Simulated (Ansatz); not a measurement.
Consider the formal exchange of groups at a B–F bond: `C#CB(O)F` + `N#CCBr` → `C#CBO` + `N#CC(F)Br`.

Gas-phase electronic energies from Ansatz, PBE0-D4/def2-TZVP geometries. CBS: MP2 limit from def2 TZ/QZ plus the TZ coupled-cluster correction, frozen cores. DFT in def2-TZVPP. HSE06 is defined as in plane-wave codes. For Br outer-core shells are correlated without core-valence functions, which leaves a few kJ/mol of doubt a bond. Scalar relativity is left out up to krypton. Each species was taken in one conformer, which may not be the lowest.

```
          level  ΔE (kJ/mol)
       HSE06-D4        243.1
       BHLYP-D4        252.6
        ωB97X-V        241.6
         B2PLYP        247.2
       PBE-QIDH        252.5
        r2SCAN0        251.6
   MP2/def2-SVP        259.7
CCSD/def2-TZVPP        251.6
```

Question: What does CCSD(T)/CBS give? (An estimate is asked.)

Answer: Computed: +249.3 kJ/mol. The listed levels differ from it by -6.2, 3.3, -7.7, -2.1, 3.2, 2.3, 10.4, 2.3 kJ/mol.

Largest T1 diagnostic among the species: 0.015.

From PBE to PBE0 (25 % exact exchange), in def2-TZVPP and without D4, ΔE moves by +10.9 kJ/mol. Leaving LDA and LC-ωPBE aside and taking each functional with its dispersion term where it has one, the values, not all of them listed here, spread over 22.3 kJ/mol, from revPBE-D4 to BHLYP-D4. LDA lies +4.7 kJ/mol from PBE without D4. In def2-TZVPP, CCSD(T) changes the Hartree–Fock value by −11.5 kJ/mol (the triples alone add −3.3 kJ/mol) and MP2 by −5.2 kJ/mol.
